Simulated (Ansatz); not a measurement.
Geometry optimisation, Ansatz 0.2.0, RHF/def2-SVP.

Input file:

```yaml
crystal:
  periodic: [false, false, false]
  atoms:
    - { symbol: O, position_ang: [0.30415, -0.13951, -1.84697] }
    - { symbol: C, position_ang: [0.7399, 0.6411, -1.0356] }
    - { symbol: "N", position_ang: [0.39549, 0.57296, 0.2568] }
    - { symbol: Si, position_ang: [-0.72456, -0.73095, 0.65388] }
    - { symbol: H, position_ang: [1.43976, 1.45206, -1.30276] }
    - { symbol: H, position_ang: [0.77788, 1.24065, 0.9053] }
    - { symbol: H, position_ang: [-1.96434, -0.50572, -0.07721] }
    - { symbol: H, position_ang: [-0.07414, -1.99859, 0.35031] }
    - { symbol: H, position_ang: [0.1815, 0.59551, 1.2743] }
basis:
  gaussian: { orbitals: def2-SVP }
hamiltonian:
  xc: hf
relax:
  f_tol: 0.02
  max_steps: 50
output:
  orbitals: {}
```

Launched with:

```bash
$ ansatz run input.yaml --threads 1 --pin off --max-ram 2048MiB --backend cpu --events-out ev --progress --plain --runs-dir out
```

Q: Where does it end, and by what steps?

A: The run converged. After 12 steps the energy has fallen by 7.763 eV; H9 moved furthest, 1.45 Å. Parted: N3–H9.

| step | energy less start (eV) | largest force component (eV/Å) | accepted |
| --- | --- | --- | --- |
| 0 | 0.0000 | 5.952 | yes |
| 1 | -1.7010 | 3.368 | yes |
| 2 | -2.8744 | 3.476 | yes |
| 3 | -4.2110 | 4.129 | yes |
| 4 | -5.5389 | 3.325 | yes |
| 5 | -6.7531 | 2.650 | yes |
| 6 | -7.4243 | 1.326 | yes |
| 7 | -7.7025 | 0.391 | yes |
| 8 | -7.7543 | 0.378 | yes |
| 9 | -7.7626 | 0.121 | yes |
| 10 | -7.7626 | 0.129 | yes |
| 11 | -7.7590 | 0.309 | no |
| 12 | -7.7633 | 0.010 | yes |

```xyz
9
Properties=species:S:1:pos:R:3
O 0.416 -0.069 -2.082
C 0.846 0.702 -1.286
N 0.526 0.674 0.034
Si -0.581 -0.532 0.703
H 1.544 1.504 -1.569
H 0.950 1.373 0.611
H -1.921 -0.420 0.098
H -0.054 -1.898 0.523
H -0.652 -0.207 2.146
```

Run time: 23 s on 1 CPU thread of a shared host.
